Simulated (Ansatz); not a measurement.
A run for Ansatz (a quantum-chemistry and plane-wave program): U-B3LYP/def2-TZVPP on BH2 (SMILES [BH2]), 2S+1 = 2, atoms moved off the minimum.

Ansatz 0.2 input:
```yaml
crystal:
  periodic: [false, false, false]
  atoms:
    - {symbol: B, position_ang: [0.00488006, 0.14681759, -0.00701293]}
    - {symbol: H, position_ang: [-1.07458319, -0.28709708, 0.05994168]}
    - {symbol: H, position_ang: [1.07038641, -0.37302388, -0.10372689]}
basis:
  gaussian:
    orbitals: def2-TZVPP
hamiltonian:
  xc: {name: B3LYP}
magnetization: {spin_polarized: true, initial_magnetization: 1}
output: {forces: true}
```

Program output:

```
WARN ansatz: RAYON_NUM_THREADS=1 ignored (pool sized by the plan → 1); use --threads N
Functional definition: B3LYP
integrals: 0.00 GiB planned
287 factors; their error is unknown
mean field: 0.11 GiB planned
mean field evaluation 1: about -705.4537 eV, gradient 9.0e0 eV
mean field evaluation 2: about -705.9005 eV, gradient 4.4e0 eV
mean field evaluation 4: about -706.0395 eV, gradient 1.1e-1 eV
mean field evaluation 8: about -706.0344 eV, gradient 1.8e-2 eV
mean field evaluation 16: about -705.9433 eV, gradient 1.2e0 eV
mean field -706.03436219 eV, -25.9462842434 hartree, gradient 2.2e-5 eV, S^2 0.751560; 1 other end points of the search recorded, 0 dependent functions left out
the calculation of the forces begins
reference -706.03454853 eV, -25.9462910911 hartree; 4, 3 occupied and 55, 56 virtual orbitals, 287 factors
Total energy: -706.03454853 eV, -25.9462910911 hartree
Atom 0 at     0.004880     0.146818    -0.007013 Å, force     0.572936     0.264933    -0.034418 eV/Å
Atom 1 at    -1.074583    -0.287097     0.059942 Å, force    -0.433421    -0.253095     0.024336 eV/Å
Atom 2 at     1.070386    -0.373024    -0.103727 Å, force    -0.139515    -0.011838     0.010083 eV/Å
Dipole moment:    -0.008874    -0.106935    -0.002788 e Å
```

Self-consistency was reached.

Cost: about 0.7 core-seconds (a rough figure).
